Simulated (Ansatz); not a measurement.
One change: `O=C/N=C\[SiH3]` becomes `[AlH2]/[N]=C\[SiH3]`.

Ansatz, PBE0-D4/def2-TZVP geometries, multiplicity 1. Each molecule was computed in one conformer, which needn't be the lowest.

| property | `O=C/N=C\[SiH3]` |
| --- | --- |
| LUMO energy (ωB97M-V/def2-TZVPP) / eV | 0.10 |
| LUMO energy (PBE/def2-TZVPP) / eV | -3.18 |
| HOMO energy (ωB97M-V/def2-TZVPP) / eV | -9.86 |
| HOMO energy (PBE/def2-TZVPP) / eV | -6.11 |
| HOMO–LUMO gap (PBE0/def2-TZVPP) / eV | 5.42 |
| size of the dipole moment (ωB97M-V/def2-TZVPP) / D | 2.31 |

(1) Give the same properties after the change, and the shifts. (An estimate is asked.)

Answers

(1) Ansatz gave: 
| property | `[AlH2]/[N]=C\[SiH3]` | shift |
| --- | --- | --- |
| LUMO energy (ωB97M-V/def2-TZVPP) / eV | 0.81 | 0.71 |
| LUMO energy (PBE/def2-TZVPP) / eV | -2.49 | 0.69 |
| HOMO energy (ωB97M-V/def2-TZVPP) / eV | -8.66 | 1.20 |
| HOMO energy (PBE/def2-TZVPP) / eV | -5.31 | 0.80 |
| HOMO–LUMO gap (PBE0/def2-TZVPP) / eV | 5.07 | -0.35 |
| size of the dipole moment (ωB97M-V/def2-TZVPP) / D | 1.21 | -1.10 |

With PBE0 the HOMO rises by 1.10 eV and the LUMO rises by 0.74 eV, so the gap narrows by about 0.36 eV. PBE moves the HOMO by 0.80 eV and ωB97M-V by 1.20 eV. Dipoles are sizes alone; their direction can turn.
